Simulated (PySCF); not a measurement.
Core-level binding energies of `[BH3-][NH2+]Cc1ccco1`

C5H10BNO.
Z-matrix (Å and degrees, PBE0-D3(BJ)/def2-SVP geometry), rows numbered from 1:
```
B 
N   1  1.6252
C   2  1.4750  1  114.44
C   3  1.4815  2  113.26  1  -179.79
C   4  1.3655  3  133.60  2   111.70
C   5  1.4302  4  106.32  3  -178.40
C   6  1.3621  5  105.80  4     0.33
O   7  1.3489  6  110.45  5    -0.23
H   1  1.2268  2  105.51  3    58.72
H   1  1.2263  2  105.64  3   -61.08
H   1  1.2249  2  105.59  3   178.78
H   2  1.0222  1  108.86  3   122.22
H   2  1.0217  1  108.91  3  -122.85
H   3  1.1002  2  106.50  1    57.14
H   3  1.0973  2  107.70  1   -57.54
H   5  1.0878  4  126.12  3     2.04
H   6  1.0876  5  127.57  4  -179.59
H   7  1.0868  6  133.32  5   179.97
```

The calculation used delta-SCF UKS SCAN, pcX-2 on the ionised atom, pcseg-1 elsewhere, spin-free X2C in PySCF. Vertical ΔSCF values, vacuum level as zero.

List the computed XPS lines with their assignment.

| atom(s) | bonded to | level | binding energy (eV) | above the level's lowest (eV) | count |
| --- | --- | --- | --- | --- | --- |
| B1 | N and 3 H | B 1s | 193.57 | 0.00 | 1 |
| N2 | C, 2 H and B | N 1s | 407.24 | 0.00 | 1 |
| C3 | N, C and 2 H | C 1s | 292.64 | +1.66 | 1 |
| C4 | O (aromatic in the SMILES), C (aromatic in the SMILES) and C | C 1s | 292.24 | +1.26 | 1 |
| C5 | 2 C (aromatic in the SMILES) and H | C 1s | 290.98 | 0.00 | 1 |
| C6 | 2 C (aromatic in the SMILES) and H | C 1s | 291.01 | +0.03 | 1 |
| C7 | O (aromatic in the SMILES), C (aromatic in the SMILES) and H | C 1s | 292.11 | +1.13 | 1 |
| O8 | 2 C (aromatic in the SMILES) | O 1s | 540.52 | 0.00 | 1 |

Lowest listed C 1s: C5, bonded to 2 C (aromatic in the SMILES) and H. Highest, 1.66 eV above it: C3, bonded to N, C and 2 H. The values 290.98 and 291.01 eV lie too close for their order to be trusted.

Which photon wavelength matches the N 1s of N2 (atom 2) threshold?

λ = hc/E = 12398.42 eV Å / 407.24 eV = 30.445 Å.

Which effective nuclear charge Zeff reproduces each element's mean 1s value in the hydrogen-like formula E = 13.606 eV × Zeff²?

B (Z = 5): mean 193.6 eV, Zeff = 3.77, Z − Zeff = 1.23; C (Z = 6): mean 291.8 eV, Zeff = 4.63, Z − Zeff = 1.37; N (Z = 7): mean 407.2 eV, Zeff = 5.47, Z − Zeff = 1.53; O (Z = 8): mean 540.5 eV, Zeff = 6.30, Z − Zeff = 1.70. Means run over the listed sites, weighted by atom count.

Geometry: PBE0-D3(BJ)/def2-SVP, one conformer, isolated molecule.
